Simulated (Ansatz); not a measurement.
Frontier orbitals of GaH4SbSe (`[GaH2][SbH][SeH]`).

The species carries charge 0 and has multiplicity 1. Correlated methods include outer-core shells of Ga, Sb, Se, which these sets cover unevenly. Scalar relativity is left out up to krypton. Sb takes the def2 core potential. The structure was optimised at the PBE0-D4/def2-TZVP level. It is one conformer, not always the lowest. Basis def2-TZVPP, Ansatz 0.2.0.

```tsv
functional	HOMO (eV)	LUMO (eV)	gap (eV)
LDA (SPW92)	-5.78	-3.13	2.65
PBE	-5.66	-2.87	2.79
revPBE	-5.61	-2.76	2.85
B97M-V	-6.01	-2.84	3.17
PBE0	-6.77	-2.11	4.66
B3LYP	-6.53	-2.35	4.18
HSE06 (plane-wave form)	-6.37	-2.48	3.89
LC-ωPBE	-9.30	-0.08	9.22
ωB97M-V	-8.86	-0.42	8.44
```

A quarter of exact exchange (PBE0) shifts PBE's HOMO by −1.11 eV and its LUMO by +0.76 eV; full exchange at long range (ωB97M-V) shifts them by −3.21 and +2.46 eV. The gap opens from 2.78 to 8.44 eV, since occupied levels lose self-interaction and empty ones feel all the electrons.

B3LYP here is the variant with VWN-RPA as its local correlation; programs differ in this. LC-ωPBE has ω = 0.4 bohr⁻¹.
